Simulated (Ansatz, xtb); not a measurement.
# Two structures of CHGeO+

Structure X is a singlet given by its coordinates and structure Y is a singlet given by its coordinates. Both are isolated ions in the gas phase, relaxed with B3LYP/6-31G*.

X (Å):

```json
{"atom": "C", "x (Å)": "-1.2964", "y (Å)": "1.0704", "z (Å)": "-2.7292"}
{"atom": "Ge", "x (Å)": "-0.1308", "y (Å)": "-0.0974", "z (Å)": "-1.1470"}
{"atom": "O", "x (Å)": "-1.8622", "y (Å)": "1.5789", "z (Å)": "-3.5594"}
{"atom": "H", "x (Å)": "-0.3692", "y (Å)": "1.2406", "z (Å)": "-0.2980"}
```

Close contacts (Å): C1–Ge2 2.29, C1–O3 1.13, Ge2–H4 1.60.

Y (Å):

```xyz
4

C    -1.0178    1.3212   -1.9453
Ge    0.4749   -0.0118   -1.9901
O    -1.5619    0.1956   -1.9496
H    -1.6030    2.2507   -1.9225
```

Close contacts (Å): C1–Ge2 2.00, C1–O3 1.25, Ge2–O3 2.05, C1–H4 1.10.

Quicker runs give these differences E(Y) − E(X): GFN2-xTB −0.374 eV; HF/STO-3G +0.260 eV (at GFN2-xTB geometries); r2SCAN-D4/def2-SVP +0.032 eV (at GFN2-xTB geometries).

Q: Which of the two would you expect CCSD(T)/def2-TZVPP electronic energies to favour?

A: Structure X; the calculation gives E(Y) − E(X) = +0.324 eV.

How the difference moves with the method:

| level | geometry | E(Y) − E(X) (eV) | departure from the last row (eV) | job, with rough time for the two |
| --- | --- | --- | --- | --- |
| GFN2-xTB | GFN2-xTB | −0.374 | −0.698 | optimisation, 0.47 s |
| HF/STO-3G | GFN2-xTB | +0.260 | −0.064 | single point, 1.1 s |
| r2SCAN-D4/def2-SVP | GFN2-xTB | +0.032 | −0.292 | single point, 5.2 s |
| B3LYP/6-31G* | B3LYP/6-31G* | +0.166 | −0.158 | optimisation, 66 s |
| HF/def2-TZVPP | B3LYP/6-31G* | +0.657 | +0.333 | part of the CCSD(T) run |
| MP2/def2-TZVPP | B3LYP/6-31G* | +0.294 | −0.029 | part of the CCSD(T) run |
| CCSD(T)/def2-TZVPP | B3LYP/6-31G* | +0.324 |  | single point, 48 s |

GFN2-xTB puts the two in the other order. The largest departure from CCSD(T)/def2-TZVPP is that of GFN2-xTB, 0.698 eV.

With harmonic frequencies from B3LYP/6-31G* (ideal gas, rigid rotor, one conformer each, 298.15 K, 1 atm): on the last row, ΔE + ΔZPE = +0.454, ΔH = +0.423, ΔG = +0.481 eV.

The correlated steps freeze 11 core orbitals; the filled d shell of Ge is correlated, in a basis made for valence electrons. Programs: Ansatz 0.2.0, xtb 6.7.1; the last row on 1 thread of AMD EPYC (Zen 3) on a shared host.
